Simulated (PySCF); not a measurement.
**[Eu(HCN)]2+ at several levels of theory**

Computed with PySCF 2.14.0 (density fitting, no spin-orbit coupling) at the geometry relaxed with PBE0:

```xyz
4
[Eu(HCN)]2+ (singlet in the valence; each metal's 4f electrons, 7 of them, lie in its core potential, out of spins and levels)
Eu    0.0000    0.0000   -0.3560
N     0.0000    0.0000    2.1586
C     0.0000    0.0000    3.3122
H     0.0000    0.0000    4.4065
```

```json
{"level": "PBE0", "basis": "Eu lcecp-0-SVP with ECP53, N def2-SVP, C def2-SVP, H def2-SVP", "state": "singlet", "HOMO (eV)": "–", "gap (eV)": "–", "charge on Eu1 (e)": "1.78", "population of f-type functions on Eu1 (polarisation alone where 4f lies in the core)": "0.01", "dipole about the centre of mass (D)": "2.46", "largest force component (eV/Å)": "0.00"}
{"level": "PBE", "basis": "the same", "state": "singlet", "HOMO (eV)": "–", "gap (eV)": "–", "charge on Eu1 (e)": "1.74", "population of f-type functions on Eu1 (polarisation alone where 4f lies in the core)": "0.01", "dipole about the centre of mass (D)": "2.52", "largest force component (eV/Å)": "1.51"}
{"level": "revPBE", "basis": "the same", "state": "singlet", "HOMO (eV)": "–", "gap (eV)": "–", "charge on Eu1 (e)": "1.75", "population of f-type functions on Eu1 (polarisation alone where 4f lies in the core)": "0.01", "dipole about the centre of mass (D)": "2.49", "largest force component (eV/Å)": "1.68"}
```

In the lcecp rows the 4f levels are missing from HOMO and gap, and the state counts the valence alone.

Charges are Mulliken's, which hang on the basis. The relaxation used the grid (50, 194), these runs (75, 302) or, all-electron (x2c bases, spin-free X2C Hamiltonian), (99, 590).

What does PBE0 with Eu lcecp-0-TZVP with ECP53, N def2-TZVP, C def2-TZVP, H def2-TZVP give here?

state singlet, charge on Eu1 (e) 1.85, population of f-type functions on Eu1 (polarisation alone where 4f lies in the core) 0.01, dipole about the centre of mass (D) 2.55, largest force component (eV/Å) 1.09. Time: 5.3 s on 2 threads of Arm Neoverse V1, with other jobs on the host, from free ions and atoms.

An lcecp potential fixes the number of 4f electrons, so in runs with it no electron can move into or out of that shell.
